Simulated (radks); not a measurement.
The numbers below are computed, except where a source is named.
How relativity changes the ionisation of neutral lutetium ([Xe] 4f14 5d1 6s2) to Lu+ ([Xe] 4f14 6s2). Spin-unpolarised spherical Kohn-Sham, LDA (Slater exchange, Perdew-Wang correlation), point nucleus unless stated (finite: rms radius 5.37 fm), a radial shooting solver on a logarithmic mesh with Libxc functionals. A level marked "c x" has the speed of light scaled by that factor and shares open shells by 2j + 1; other Dirac levels either fill j = l - 1/2 first or share by 2j + 1.

\begin{tabular}{lrrrrr}
level & E(Lu) (hartree) & E(Lu+) (hartree) & IE (eV) & HOMO & <r> HOMO (bohr) \\ \hline
non-rel. & -13848.2004 & -13847.9575 & 6.611 & 5d & 2.636 \\
scalar-rel. & -14554.5226 & -14554.3209 & 5.487 & 5d & 2.877 \\
scalar-rel., finite nucleus & -14552.6560 & -14552.4543 & 5.488 & 5d & 2.877 \\
Dirac, 2j+1 shares & -14572.2390 & -14572.0372 & 5.491 & 5d5/2 & 2.948 \\
Dirac, low j first & -14572.2461 & -14572.0372 & 5.684 & 5d3/2 & 2.804 \\
Dirac, 2j+1 shares, finite nucleus & -14570.3571 & -14570.1553 & 5.492 & 5d5/2 & 2.948 \\
Dirac, c x 1.5 & -14144.7840 & -14144.5595 & 6.109 & 5d5/2 & 2.760 \\
Dirac, c x 3 & -13919.1526 & -13918.9143 & 6.485 & 5d5/2 & 2.665 \\
Dirac, c x 10 & -13854.5053 & -13854.2627 & 6.600 & 5d5/2 & 2.639 \\
\end{tabular}

NIST Atomic Spectra Database: 5.426 eV (measured). The relativistic part of the total energy of Lu is -722.2 hartree (Dirac, 2j+1 shares, finite nucleus), 5.2 % of the non-relativistic value. Spin polarisation and multiplet splitting of open shells are left out at every level.

Beside tabulated values, note that relativity, absent from the non-relativistic runs, is large for the heavy elements, and spin-unpolarised runs miss the spin-polarisation part of the exchange energy of open shells.
